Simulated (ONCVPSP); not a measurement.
# germanium (Ge): one change to an ONCV potential, before and after

| Quantity | Value |
| --- | --- |
| Element | Ge |
| Generator | ONCVPSP 4.0.1 |
| Type | optimised norm-conserving Vanderbilt (ONCV) |
| Functional | PBEsol |
| Relativity | scalar-relativistic |
| Frozen core | [Ar] |
| Valence charge | 14 |
| Reference configuration | 3d10 4s2 (charge +2) |
| Partial waves | 4s: rc 1.65 bohr, ncon 5, nbas 10, qcut 3.6 1/bohr, 1 projector; p scattering state at 0.15 Ha: rc 1.70 bohr, ncon 4, nbas 9, qcut 5.4 1/bohr, 1 projector; 3d: rc 0.65 bohr, ncon 4, nbas 7, qcut 14.3 1/bohr, local |
| Local potential | the d channel |
| Core correction | polynomial model core, fcfact 0.5 |

In the p channel the program set the typed energies aside and used 0.050 Ha.

All-electron outer shells of the reference configuration (PBEsol, scalar-relativistic, ld1.x):

| shell | level (eV) | outermost node (bohr) | outermost maximum (bohr) |
| --- | --- | --- | --- |
| 3p | -135.41 | 0.23 | 0.54 |
| 3d | -49.23 | – | 0.50 |
| 4s | -29.28 | 0.77 | 1.66 |

Change: all radii but the core radius scaled by about 1.33 (s 2.20, p 2.26, d 0.86 bohr).

Cutoffs: the cutoffs (Ha) at which the residual kinetic energy of the hardest occupied pseudo-wave falls to 1 and 0.1 mHa per electron; they do not see the model core or the augmentation charge, which bear on the density cutoff. Errors are all-electron minus pseudo energies relative to the spin-unpolarised reference configuration.

**Question.** Predict the effect on cutoff, ghosts and configuration errors.

**Answer.** The potential gets softer (415 Ha and 556 Ha → 152 Ha and 243 Ha); both files keep a bound ghost (p, s); of the 4 tests that both files solve, the error grows in 2 and shrinks in 0 by more than 15 % and 0.3 meV (median size 82.2 → 143.1 meV). A larger radius leaves more room for a smooth pseudo-wave, so fewer plane waves are needed.

```csv
quantity,base,changed
"cutoff, loose",415 Ha,152 Ha
"cutoff, tight",556 Ha,243 Ha
loose cutoff by channel,"s 17 Ha, d 415 Ha","s 7.7 Ha, d 152 Ha"
bound ghosts,"s, p","s, p"
GHOST(+) flags under 300 eV,none,none
"error for 3d10 4s2 4p2, meV [ΔE -22.90 eV]",+164,+189
"error for 3d10 4s2 4p1, meV [ΔE -15.45 eV]",+96,+108
"error for 3d10 4s1, meV [ΔE 34.79 eV]",-20,-22
"error for 3d10 4s0, meV [ΔE 80.92 eV]",-69,-178
"rms error of d²Exc/dni dnj with the model core, mHa",3.25,2.94
```

 A true bound ghost makes a file unfit for plane-wave use even where its test errors are small: the radial tests pick states by their node count and pass the ghost by.
